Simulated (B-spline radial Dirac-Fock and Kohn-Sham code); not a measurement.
## Photoemission from Ta²⁺ at 3060 eV, detector at θ = 54.7°, φ = 0°

System: tantalum as Ta²⁺ in the configuration [Xe] 4f14 5d3. Model: Dirac-Hartree-Slater photoionisation with a Latter tail; cross sections with all multipoles, angular parameters from the dipole term and its interference with E2. Program: an atomic code on a B-spline grid. Thresholds are orbital energies of the model. For linearly polarised light dσ/dΩ = σ/(4π) [1 + β P₂(cos θ) + (δ + γ cos²θ) sin θ cos φ], with θ from the polarisation vector and φ the angle between the beam and the projection of the electron momentum on the plane normal to the polarisation. The dipole factor is 1 + βP₂ and the non-dipole term is the rest of the bracket. Open shells are filled statistically over j.

Input of the calculation (task.json; shells as n, l, electrons):

```json
{"items": [{
  "Z": 73,
  "q": 2,
  "cfg": [[1, 0, 2], [2, 0, 2], [2, 1, 6], [3, 0, 2], [3, 1, 6], [3, 2, 10], [4, 0, 2], [4, 1, 6], [4, 2, 10], [4, 3, 14], [5, 0, 2], [5, 1, 6], [5, 2, 3]],
  "A": 181,
  "rrms": 5.3507,
  "do": "xps",
  "hv": [58.8, 60, 117.0, 121.0, 177.0, 200, 221.0, 237.0, 293.0, 400, 572.0, 651.0, 665.0, 712.0, 800, 1253.6, 1410.0, 1970.0, 2000, 2640.0, 2680.0, 2870.0, 2960.0, 2984.4, 3060.0, 3240.0, 3810.0, 9190.0, 9251.7, 13700.0]
}]}
```

Launch: `python xray2_run.py task.json out`

```tsv
subshell	threshold (eV)	σ (kb)	β	γ	δ	dipole factor	non-dipole term	dσ/dΩ (kb/sr)
3s	2701.5	25.1	1.92	1.12	0.000	1.002	+0.304	2.61
3p1/2	2478.3	37.0	1.28	0.45	0.068	1.001	+0.177	3.47
3p3/2	2200.3	83.3	1.39	0.19	0.028	1.001	+0.076	7.14
3d3/2	1818.5	118	1.11	-0.07	0.042	1.001	+0.014	9.51
3d5/2	1757.5	164	1.14	-0.03	0.041	1.001	+0.027	13.4
4s	571.2	8.00	1.94	0.18	-0.001	1.002	+0.048	0.668
4p1/2	478.0	9.89	1.69	-0.01	-0.004	1.001	-0.006	0.784
4p3/2	413.6	20.0	1.72	-0.04	0.003	1.002	-0.009	1.58
4d3/2	258.7	17.9	1.38	0.25	0.045	1.001	+0.105	1.58
4d5/2	246.8	24.9	1.34	0.29	0.045	1.001	+0.114	2.21
4f5/2	52.21	4.20	0.99	0.75	0.169	1.001	+0.342	0.448
4f7/2	50.06	5.25	0.97	0.76	0.171	1.001	+0.346	0.563
5s	95.05	1.49	1.94	0.10	-0.001	1.002	+0.026	0.121
5p1/2	67.36	1.50	1.72	-0.02	-0.005	1.002	-0.009	0.119
5p3/2	58.03	2.87	1.75	-0.04	0.003	1.002	-0.008	0.227
5d3/2	22.67	0.355	1.40	0.29	0.044	1.001	+0.114	0.0315
5d5/2	21.88	0.477	1.35	0.32	0.044	1.001	+0.123	0.0427
```
